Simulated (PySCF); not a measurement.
Isomers of C3H12OSi2, mass 120.043 u with the commonest isotopes. Method used: PBE0/def2-SVPD in PySCF (dipole) on a GFN2-xTB geometry, gas phase. One conformer each, none proved a minimum here; rigid rotors.

**Question.** Order these by dipole moment, largest first.
A. `[CH3:1][O:2][C@@H:3]([SiH3:4])[CH2:5][SiH3:6]` with C1–O2–C3–Si4 82°, O2–C3–C5–Si6 34°
B. `[CH3:1][CH2:2][SiH2:3][O:4][SiH2:5][CH3:6]` with C1–C2–Si3–O4 -177°
C. `[CH3:1][CH2:2][Si@H:3]([CH3:4])[O:5][SiH3:6]` with C1–C2–Si3–C4 177°, C2–Si3–O5–Si6 -21°

**Answer.** A (1.56 D), B (1.12 D), C (0.79 D).

**Question.** Order these by out-of-plane moment Σ m c² = (Ia + Ib − Ic)/2, largest first.
A. `[CH3:1][O:2][C@@H:3]([SiH3:4])[CH2:5][SiH3:6]` with C1–O2–C3–Si4 82°, O2–C3–C5–Si6 34°
B. `[CH3:1][CH2:2][Si@H:3]([CH3:4])[O:5][SiH3:6]` with C1–C2–Si3–C4 177°, C2–Si3–O5–Si6 -21°
C. `[CH3:1][CH2:2][SiH2:3][O:4][SiH2:5][CH3:6]` with C1–C2–Si3–O4 -177°

**Answer.** C (27.98 u·Å²), B (21.81 u·Å²), A (15.89 u·Å²).

**Question.** Order these by rotational constant B, largest first.
A. `[CH3:1][CH2:2][SiH2:3][O:4][SiH2:5][CH3:6]` with C1–C2–Si3–O4 -177°
B. `[CH3:1][O:2][C@@H:3]([SiH3:4])[CH2:5][SiH3:6]` with C1–O2–C3–Si4 82°, O2–C3–C5–Si6 34°
C. `[CH3:1][CH2:2][Si@H:3]([CH3:4])[O:5][SiH3:6]` with C1–C2–Si3–C4 177°, C2–Si3–O5–Si6 -21°

**Answer.** C (1620 MHz), B (1429 MHz), A (924.0 MHz).

```tsv
SMILES	point group	Ia (u·Å²)	Ib (u·Å²)	Ic (u·Å²)	κ	μa (D)	μb (D)	μc (D)
CO[C@@H]([SiH3])C[SiH3]	C1	158.08	353.70	480.01	-0.65	1.19	0.46	0.90
CC[SiH2]O[SiH2]C	C1	102.20	546.95	593.18	-0.96	0.18	1.11	0.06
CC[Si@H](C)O[SiH3]	C1	209.83	311.92	478.13	-0.17	0.57	0.22	0.51
```
